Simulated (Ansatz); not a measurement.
Gas-phase electronic energies from Ansatz, PBE0-D4/def2-TZVP geometries. CCSD(T)/CBS adds triple-zeta CCSD(T) − MP2 to the extrapolated MP2 energy (def2 sets, frozen cores). DFT in def2-TZVPP. HSE06 is defined as in plane-wave codes. Elements past krypton have def2 core potentials. For Br, Cd outer-core shells are correlated without core-valence functions, which leaves a few kJ/mol of doubt a bond. Scalar relativity is left out up to krypton. Each species was taken in one conformer, which may not be the lowest.

Reaction (ligand exchange at the Si–S bond): `CSS[SiH3]` + `[OH][Cd][Br]` → `[SiH3][O][Cd][Br]` + `CSS`

`CSS[SiH3]`:

Z-matrix (Å, degrees):
```
C
S 1 1.800
H 1 1.089 2 110.8
H 1 1.093 2 105.9 3 -118.5
H 1 1.090 2 111.0 3 123.1
S 2 2.060 1 102.0 3 -61.1
Si 6 2.141 2 96.1 1 -91.1
H 7 1.487 6 106.9 2 177.1
H 7 1.485 6 109.9 2 58.1
H 7 1.483 6 110.4 2 -63.0
```

`[OH][Cd][Br]`:

```xyz
4

O    -0.834    1.044    0.676
Cd    0.430   -0.156   -0.229
Br    2.070   -1.503   -1.339
H    -1.665    0.615    0.892
```

`[SiH3][O][Cd][Br]`:

Cartesian coordinates in Å:
```
Si 0.804 0.134 -0.989
O -0.622 0.416 -0.259
Cd -1.443 -0.075 1.448
Br -2.544 -0.611 3.497
H 0.808 0.801 -2.318
H 1.951 0.661 -0.190
H 1.046 -1.326 -1.190
```

`CSS`:

Z-matrix (Å, degrees):
```
C
S 1 1.802
H 1 1.089 2 110.8
H 1 1.090 2 111.1 3 123.0
H 1 1.093 2 106.0 3 -118.4
S 2 2.037 1 103.0 3 -56.7
H 6 1.349 2 99.3 1 -87.6
```

(1) Is it downhill or uphill in electronic energy at CCSD(T)/CBS, and by how much? (An estimate is asked.)

(2) What do these levels give: PBE-QIDH, BLYP, r2SCANh, HSE06, LC-ωPBE, HF/CBS(def2)? (Best estimate.)

(3) What do rigid-rotor, harmonic-oscillator terms from PBE0-D4/def2-TZVP frequencies (298.15 K, 1 bar) make of the CCSD(T)/CBS value? (An estimate is asked.)

Largest T1 diagnostic among the species: 0.014.

Results:

(1) Ansatz gave: Downhill: ΔE = -11.1 kcal/mol.

(2) Computed: PBE-QIDH -11.5, BLYP -11.5, r2SCANh -11.1, HSE06 -9.8, LC-ωPBE -12.0, HF/CBS(def2) -19.2 kcal/mol.

(3) Computed: ΔZPE = -0.8 kcal/mol, ΔH = -12.0 kcal/mol, ΔS = 14 J/(mol·K), ΔG = -13.0 kcal/mol. Modes under 50 cm⁻¹ make the entropy rough.

The D4 term adds +1.5 kcal/mol with B3LYP and +0.8 kcal/mol with PBE0; it sums over pairs of atoms, weighted by their polarisabilities, and B3LYP, whose exchange is more repulsive, gets the larger term. From r2SCAN to r2SCAN0 (25 % exact exchange), in def2-TZVPP and without D4, ΔE moves by −1.1 kcal/mol.

B3LYP here is the variant with VWN-RPA as its local correlation; programs differ in this.
